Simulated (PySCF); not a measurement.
ZrO₂: bend–stretch map

Method: PySCF, r2SCAN, basis Zr def2-TZVP with ECP28, O def2-TZVP (scalar-relativistic core potentials, no spin–orbit coupling, density fitting).

Rigid scan from the singlet minimum (Zr–O 1.773 Å (×2); O–Zr–O 107.2°). Coordinate: rows scale both bonds, columns set the O–Zr–O angle. Energies in kJ/mol from the minimum.

```tsv
scale \ angle	90	105	120	135	150	165	180
0.94	90.9	?	89.0	169.0	281.6	394.5	?
0.97	49.5	13.3	36.6	103.7	198.9	?	?
1.00	38.6	0.6	17.1	73.4	154.4	234.8	271.1
1.03	51.8	12.7	23.5	70.8	140.3	209.5	240.9
1.06	83.6	43.9	50.2	89.9	?	210.6	238.3
1.10	147.3	107.5	109.1	140.8	191.1	242.6	266.8
```

Question: Fill in the five missing cells, row by row.

Answer: 57.3, 446.2, 293.5, 336.4, 150.2.

The bond scale of lowest energy on the grid is 1.00 at 90°, 1.00 at 105°, 1.00 at 120°, 1.03 at 135°, 1.03 at 150°, 1.03 at 165°, 1.06 at 180°.

Other isomers or separated fragments may lie lower.

The scan took 100 s on 2 threads of a shared Intel Xeon Platinum 8488C (Sapphire Rapids) host; the process peaked at 0.83 GiB. Launch command: `OMP_NUM_THREADS=2 python axn.py task.json out`.
